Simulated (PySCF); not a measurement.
# Assignment exercise: C6H6N2

Molfile (atoms numbered from 1):
```
C6H6N2
     RDKit          3D

 14 13  0  0  0  0  0  0  0  0999 V2000
   -3.8612    1.0020   -0.2656 N   0  0  0  0  0  0  0  0  0  0  0  0
   -2.9994    0.2338   -0.1921 C   0  0  0  0  0  0  0  0  0  0  0  0
   -1.8937   -0.7154   -0.0840 C   0  0  0  0  0  0  0  0  0  0  0  0
   -0.6249   -0.0587    0.3825 C   0  0  0  0  0  0  0  0  0  0  0  0
    0.5018   -0.0351   -0.3285 C   0  0  0  0  0  0  0  0  0  0  0  0
    1.7706    0.6216    0.1378 C   0  0  0  0  0  0  0  0  0  0  0  0
    2.8768   -0.3274    0.2443 C   0  0  0  0  0  0  0  0  0  0  0  0
    3.7388   -1.0954    0.3164 N   0  0  0  0  0  0  0  0  0  0  0  0
   -2.1981   -1.5064    0.6235 H   0  0  0  0  0  0  0  0  0  0  0  0
   -1.7472   -1.2012   -1.0614 H   0  0  0  0  0  0  0  0  0  0  0  0
   -0.6619    0.4221    1.3668 H   0  0  0  0  0  0  0  0  0  0  0  0
    0.5388   -0.5159   -1.3128 H   0  0  0  0  0  0  0  0  0  0  0  0
    2.0743    1.4134   -0.5690 H   0  0  0  0  0  0  0  0  0  0  0  0
    1.6246    1.1063    1.1158 H   0  0  0  0  0  0  0  0  0  0  0  0
  1  2  3  0
  2  3  1  0
  3  4  1  0
  4  5  2  0
  5  6  1  0
  6  7  1  0
  7  8  3  0
  3  9  1  0
  3 10  1  0
  4 11  1  0
  5 12  1  0
  6 13  1  0
  6 14  1  0
M  END
```

[PySCF: PBE0-D3(BJ)/def2-SVP structure; spin–spin couplings from B3LYP/pcJ-1 (spin–dipole term only in couplings to heteroatoms); GIAO PBE0/pcSseg-1 shieldings; non-relativistic; fast rotation and ring inversion assumed for equivalent nuclei; single conformer; isolated molecule]

Scale: 13C (σ = 184.41 ppm) and 1H (σ = 31.27 ppm) vs TMS (reference shieldings calculated alike).

Problem. Assign these signals to the numbered atoms. 13C{1H} NMR (computed): δ 134.7 (CH), 120.7 (C), 23.1 (CH2).

Solution. 
134.7 → C4/C5, alkene CH: as expected for a trigonal carbon in a double bond
120.7 → C2/C7, nitrile carbon: typical of a nitrile
23.1 → C3/C6, allylic sp3 CH2: a saturated carbon with 2 carbon neighbours and no heteroatom attached

Problem. Assign these signals to the numbered atoms. 1H NMR (500 MHz, computed): δ 5.71 (m, 2H), 2.85 (m, 4H).

Solution. 
```tsv
δ (ppm)	atoms	environment	reason
5.71	H11/H12	hydrogen on an alkene CH	a vinylic proton, deshielded by the sp2 carbon and the C=C anisotropy
2.85	H9/H10/H13/H14	hydrogen on an allylic sp3 CH2	allylic position
```

Splittings below 1 Hz are ignored in the labels, and close J values are merged. Couplings among chemically equivalent protons are left out too, so labels in AA′BB′ or AA′XX′ sets are apparent multiplicities. Unscaled 3J(H,H) at this level run about 10 % above measured values. Shifts are as computed. Against solution values, carbons near 30 ppm lie about +2 ppm off and those near 130 ppm about +5 ppm. Of 1211 compounds with measured shifts, 218 miss one by over three times the rms of a fit or turn the order of signals round; such compounds aren't used in these exercises. Couplings across =CH–CH2 type bonds come from one rotamer and its mirror image, and can be 1–2 Hz further off.
